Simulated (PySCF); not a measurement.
Compound: C₆H₁₂SSi₂.
Numbering: `[CH2:1]=[C:2]([CH3:3])[CH2:4][C:5]#[C:6][SiH2:7][S:8][SiH3:9]` (hydrogens: H10, H11 on C1; H12, H13, H14 on C3; H15, H16 on C4; H17, H18 on Si7; H19, H20, H21 on Si9)

Geometry (PBE0-D3(BJ)/def2-SVP, Å), atoms numbered from 1 in this order:
```xyz
21
C6H12SSi2 angstrom
C     -2.6434   -0.9358   -0.4583
C     -1.6711   -0.2228   -1.0341
C     -0.6564   -0.8125   -1.9631
C     -1.5427    1.2649   -0.7673
C     -0.2521    1.6046   -0.1860
C      0.8516    1.8229    0.2858
Si     2.5271    1.8718    0.9973
S      3.3014   -0.1360    1.0434
Si     1.6024   -1.1008    1.9536
H     -3.3631   -0.4768    0.2251
H     -2.7503   -2.0063   -0.6531
H      0.3630   -0.6680   -1.5684
H     -0.8227   -1.8878   -2.1119
H     -0.6881   -0.3154   -2.9474
H     -2.3514    1.6045   -0.1008
H     -1.6582    1.8219   -1.7159
H      2.4698    2.4488    2.3709
H      3.4616    2.6600    0.1479
H      1.0377   -0.2375    3.0336
H      0.5376   -1.4110    0.9582
H      2.1234   -2.3704    2.5372
```

The calculation used TDDFT CAM-B3LYP/def2-SVPD, vertical, gas phase, core orbitals frozen in the response (PySCF).

Ground-to-excited transition dipoles (e·a0, same axes as the geometry; the sign carries no meaning), for the states with f of 0.002 or more among the lowest 9:

| state | E (eV) | μx | μy | μz |
| --- | --- | --- | --- | --- |
| S2 | 5.800 | 0.425 | 0.081 | 0.313 |
| S4 | 6.029 | -0.061 | 0.089 | 0.137 |
| S5 | 6.201 | 0.037 | -0.015 | 0.170 |
| S6 | 6.618 | 0.076 | 0.174 | -0.043 |
| S7 | 6.778 | -0.966 | -0.369 | 0.074 |
| S8 | 6.907 | 0.218 | -0.175 | 0.018 |
| S9 | 7.078 | -0.710 | -0.366 | 0.182 |

(1) Work out the oscillator strengths.

(2) What angle do the transition dipoles of S7 and S8 make?

(3) What peak molar absorption coefficient would the strongest computed level give as a lone Gaussian band 0.3 eV wide at half height?

Results:

(1) f = (2/3) ΔE |μ|² with ΔE in hartree (27.2114 eV).

| state | \|μ\|² (au) | \|μ\| (D) | f |
| --- | --- | --- | --- |
| S2 | 0.285 | 1.36 | 0.041 |
| S4 | 0.030 | 0.44 | 0.004 |
| S5 | 0.030 | 0.44 | 0.005 |
| S6 | 0.038 | 0.49 | 0.006 |
| S7 | 1.075 | 2.63 | 0.178 |
| S8 | 0.078 | 0.71 | 0.013 |
| S9 | 0.671 | 2.08 | 0.116 |

(2) |cos θ| = |μa·μb| / (|μa| |μb|) = 0.50, so θ ≈ 60° (taken between 0 and 90°, since the signs are arbitrary).

(3) ε(max) = 2.175×10⁸ f / FWHM, with the width in cm⁻¹. S7: 2.175×10⁸ × 0.1784 / 2420 ≈ 16000 L mol⁻¹ cm⁻¹.

The vertical ionisation energy (ΔSCF) is 9.21 eV, 2.13 eV above S9.

One conformer stands for the species.
